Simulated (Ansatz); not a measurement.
Cl₂GeH₄Si, SMILES `Cl[SiH2][GeH2][Cl]` at its PBE0-D4/def2-TZVP geometry, where that method's forces vanish. Charge 0, multiplicity 1.

```csv
atom,x (Å),y (Å),z (Å)
Cl1,-1.673,-0.878,1.800
Si2,-1.066,-0.571,-0.137
Ge3,1.112,0.397,-0.105
Cl4,0.904,2.321,0.860
H5,-1.048,-1.879,-0.838
H6,-2.024,0.347,-0.799
H7,2.120,-0.407,0.728
H8,1.674,0.670,-1.509
```

Q: For each bond, give half the difference of the two atoms' forces along it (eV/Å; positive pushes the atoms apart) under PBE-D4, r2SCAN-D4, B3LYP-D4, ωB97M-V in def2-TZVPP. (Best estimate.)

A: Computed: 
| bond | length (Å) | PBE-D4 | r2SCAN-D4 | B3LYP-D4 | ωB97M-V |
| --- | --- | --- | --- | --- | --- |
| Cl1–Si2 | 2.053 | 0.19 | 0.05 | 0.23 | 0.13 |
| Si2–Ge3 | 2.384 | -0.10 | -0.02 | 0.04 | -0.01 |
| Si2–H5 | 1.484 | 0.08 | -0.02 | -0.13 | -0.14 |
| Si2–H6 | 1.482 | 0.09 | -0.02 | -0.13 | -0.14 |
| Ge3–Cl4 | 2.162 | 0.24 | 0.07 | 0.30 | 0.10 |
| Ge3–H7 | 1.535 | 0.09 | -0.03 | -0.05 | -0.09 |
| Ge3–H8 | 1.538 | 0.08 | -0.04 | -0.05 | -0.09 |

B3LYP here is the variant with VWN-RPA as its local correlation; programs differ in this.
